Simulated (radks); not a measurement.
All-electron atom: neutral hydrogen in 1s1.

Method: Dirac Kohn-Sham, HCTH/407, spin-unpolarised, spherical densities, finite nucleus; Gaussian nuclear charge, rms radius 0.8783 fm; computed with a radial shooting solver on a logarithmic mesh with Libxc functionals.

Energy parts (hartree):
total: -0.47219
kinetic: 0.45383
electron-nucleus: -0.95120
Hartree: 0.29137
exchange-correlation: -0.26619

Orbitals (lengths in bohr, moments of r in powers of bohr; r(max) is where P^2 peaks):
1s1/2: occ. 1; eigenvalue (hartree) -0.24825; <1/r> 0.9512; r(max) 1.014; <r^2> 3.649; <r^4> 36.29

The highest occupied level is 1s1/2 at -6.755 eV. For comparison, the ionisation energy in NIST's Atomic Spectra Database is 13.598 eV (theoretical). In exact Kohn-Sham theory the highest level is minus the ionisation energy, but local and semilocal functionals leave it too shallow, through self-interaction and a potential that decays too fast; potentials with the right tail come closer. The electron density at the nucleus is 0.2988 e/bohr^3. The density falls to 0.001 e/bohr^3 at r = 2.99 bohr. Summed over all electrons, <r^2> = 3.649 bohr^2, which gives a Langevin (diamagnetic) susceptibility term of -2.89 x 10^-6 cm^3/mol.

Beside tabulated values, note that spin-unpolarised runs miss the spin-polarisation part of the exchange energy of open shells.
